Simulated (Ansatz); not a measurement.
**Worked example: the barrier**

An elementary step of Si₃NH₇F₄, singlet (SiF₄ ([F][Si]([F])([F])[F]) + Si₂NH₇ ([SiH3][NH][SiH3]) → Si₃NH₆F₃ ([F][Si]([F])([F])[N]([SiH3])[SiH3]) + HF; bonds formed: Si1–N7, F2–H6; bonds broken: Si1–F2, H6–N7). “Start” is the structure reached by relaxing down from the saddle towards the reactants; PBE0-D4/def2-TZVP structures. The saddle:

Si1  (-1.128, 0.599, -1.036)
F2  (-0.503, 2.288, -0.142)
F3  (-1.488, -0.880, -1.543)
F4  (-2.559, 1.044, -0.550)
F5  (-0.553, 1.214, -2.369)
H6  (0.049, 1.408, 0.350)
N7  (0.118, 0.141, 0.185)
Si8  (1.729, -0.310, -0.440)
Si9  (-0.426, -0.866, 1.553)
H10  (1.595, -1.402, -1.427)
H11  (2.501, -0.769, 0.741)
H12  (2.338, 0.896, -1.040)
H13  (-0.128, -2.284, 1.246)
H14  (-1.878, -0.646, 1.727)
H15  (0.333, -0.432, 2.747)
(Å)

Ansatz 0.2.0; basis: def2-TZVPP and def2-QZVPP; cores frozen in the correlated methods.

Energies in eV:

| quantity | saddle | start |
| --- | --- | --- |
| Hartree–Fock, triple zeta (X = 3) | -36016.36751 | -36018.67417 |
| Hartree–Fock, quadruple zeta (X = 4) | -36017.72674 | -36020.06565 |
| MP2 correlation, X = 3 | -43.82509 | -42.99495 |
| MP2 correlation, X = 4 | -47.70411 | -46.84736 |
| CCSD(T) correlation, X = 3 | -46.42322 | -45.65656 |

Work out the barrier at the basis limit: extrapolate Hartree–Fock as E(X) = E∞ + A exp(−7.88 √X) and the MP2 correlation as E(X) = E∞ + B X^−2.97 (the exponents that Neese and Valeev fitted for def2-TZVPP and QZVPP), then add CCSD(T) − MP2 in triple zeta.

Each step is linear, so take the differences first (saddle − start): Hartree–Fock 2.30666 (X = 3) and 2.33891 (X = 4); MP2 correlation -0.83014 and -0.85675; CCSD(T) correlation -0.76666.
Two points give E∞ = E(4) + w [E(4) − E(3)], with w = 1/(exp(7.88 (2 − √3)) − 1) = 0.1377 for Hartree–Fock and w = 1/((4/3)^2.97 − 1) = 0.7407 for the correlation.
Hartree–Fock: 2.33891 + 0.1377 × 0.03225 = 2.3434 eV.
MP2 correlation: -0.85675 + 0.7407 × (-0.02661) = -0.8765 eV.
CCSD(T) − MP2: -0.76666 − (-0.83014) = 0.0635 eV.
Sum: 2.3434 + (-0.8765) + 0.0635 = 1.5304 eV, or 35.29 kcal/mol. Plain CCSD(T) in triple zeta gives 1.5400 eV, so the larger basis shifts the result by -0.0096 eV.

No T1 diagnostic of these runs exceeds 0.013.

The step is the kind of exchange with an N–H group that builds nitride films in atomic layer and chemical vapour deposition. Here a small cluster stands in for the surface site.

Labels in which every atom is bracketed show which atoms are joined, not bond orders.

For scale, one of the runs: CCSD(T)/def2-TZVPP, 379 basis functions, launched by `ansatz run in.yaml --threads 2 --pin off --events-out ev --progress --plain --max-ram 20480MiB --backend cuda --devices 0, --max-vram 18GiB`. Time: 22 s of wall clock on 2 CPU threads of an AMD EPYC 7R13 and a share of one NVIDIA H100; the host was shared. Peak host memory: 0.88 GiB.
